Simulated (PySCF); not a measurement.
## Telling isomers of C₆H₁₁NSi₂ apart by NMR

PySCF 2.14 calculation with shieldings: GIAO PBE0/pcSseg-1 and structure optimised with PBE0-D3(BJ)/def2-SVP; isolated molecule, single conformer, rapidly exchanging positions averaged, no relativistic terms.

Shifts are taken against calculated references (same method and geometry level): 1H (σref 31.27) and 13C (σref 184.41) against TMS. Where no couplings were computed, multiplicities follow the n + 1 count of equivalent neighbours, and m marks all less simple cases (inequivalent or close neighbours, rings, F or P nearby). Shifts are as computed. Against solution values, carbons near 30 ppm lie about +2 ppm off and those near 130 ppm about +5 ppm. Of 1309 compounds with measured shifts, 239 miss one by over three times the rms of a fit or turn the order of signals round; such compounds aren't used in these exercises. OH and NH positions are gas-phase values without hydrogen bonding to other molecules.

(1) Tabulate the signals of `N[SiH2]c1ccc([SiH3])cc1`, `N#C/C=C/C[SiH2]/C=C\[SiH3]` and their relative energies.

(2) What is the quickest way to tell N[SiH2]c1ccc([SiH3])cc1 from N#C/C=C/C[SiH2]/C=C\[SiH3]?

Answers

(1) 
```json
{"SMILES": "N[SiH2]c1ccc([SiH3])cc1", "carbon types": "2×C 4×CH", "δC": "141.0, 140.9, 140.1, 136.0", "δH": "7.94 (d, 2H), 7.73 (d, 2H), 5.24 (s, 2H), 4.54 (s, 3H), 0.26 (br s, 2H)", "E rel. (kcal/mol)": "0.0"}
{"SMILES": "N#C/C=C/C[SiH2]/C=C\\[SiH3]", "carbon types": "1×C 4×CH 1×CH2", "δC": "161.5, 160.4, 148.7, 123.2, 106.7, 23.2", "δH": "7.31 (m, 1H), 6.83 (m, 1H), 6.72 (m, 1H), 4.93 (d, 1H), 4.46 (m, 2H), 4.25 (d, 3H), 1.87 (m, 2H)", "E rel. (kcal/mol)": "56.3"}
```

Energies are electronic energies at PBE0/pcSseg-1 on these geometries, without zero-point or thermal terms, each for the one conformer computed, which needn't be the lowest.

(2) Count the carbon signals: 4 against 6. The first has a substituted aromatic carbon (C) at 141.0 ppm, the second an allylic sp3 CH2 bonded to Si at 23.2 ppm. Their most deshielded carbons lie at 141.0 and 161.5 ppm. In the proton spectra the most deshielded non-exchanging signals are 7.94 (d, 2H) and 7.31 (m, 1H).
